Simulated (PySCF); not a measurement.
Telling isomers of C₇H₁₁N₃ apart by NMR

- σ from GIAO-PBE0/pcSseg-1
- geometry: PBE0-D3(BJ)/def2-SVP
- program: PySCF 2.14
- equivalent nuclei averaged, one conformer, no relativistic terms, no solvent

Scale: 1H (σ = 31.27 ppm), 13C (σ = 184.41 ppm) vs TMS (reference shieldings calculated alike). Where no couplings were computed, multiplicities follow the n + 1 count of equivalent neighbours, and m marks all less simple cases (inequivalent or close neighbours, rings, F or P nearby). Shifts are as computed. Against solution values, carbons near 30 ppm lie about +2 ppm off and those near 130 ppm about +5 ppm. Of 1309 compounds with measured shifts, 239 miss one by over three times the rms of a fit or turn the order of signals round; such compounds aren't used in these exercises. OH and NH positions are gas-phase values without hydrogen bonding to other molecules.

(1) Tabulate the signals of `Cc1cnncc1N(C)C`, `C=Cc1nn[nH]c1C(C)C` and their relative energies.

(2) What is the quickest way to tell Cc1cnncc1N(C)C from C=Cc1nn[nH]c1C(C)C?

Results:

(1) 
```json
{"SMILES": "Cc1cnncc1N(C)C", "carbon types": "2×C 2×CH 3×CH3", "δC": "156.8, 150.2, 145.8, 127.3, 40.8, 18.3", "δH": "8.85 (s, 1H), 8.69 (s, 1H), 2.69 (s, 6H), 2.17 (s, 3H)", "E rel. (kcal/mol)": "3.3"}
{"SMILES": "C=Cc1nn[nH]c1C(C)C", "carbon types": "2×C 2×CH 1×CH2 2×CH3", "δC": "142.8, 141.2, 129.8, 123.0, 25.0, 24.9", "δH": "10.27 (br s, 1H), 6.99 (m, 1H), 6.51 (m, 1H), 5.64 (m, 1H), 2.90 (sept, 1H), 1.23 (d, 6H)", "E rel. (kcal/mol)": "0.0"}
```

Energies are electronic energies at PBE0/pcSseg-1 on these geometries, without zero-point or thermal terms, each for the one conformer computed, which needn't be the lowest.

(2) Both give the same number of carbon signals, but DEPT or the intensities differ. The first has an aromatic CH next to a ring nitrogen at 156.8 ppm, the second a terminal =CH2 carbon at 123.0 ppm. Their most deshielded carbons lie at 156.8 and 142.8 ppm. In the proton spectra the most deshielded non-exchanging signals are 8.85 (s, 1H) and 6.99 (m, 1H).
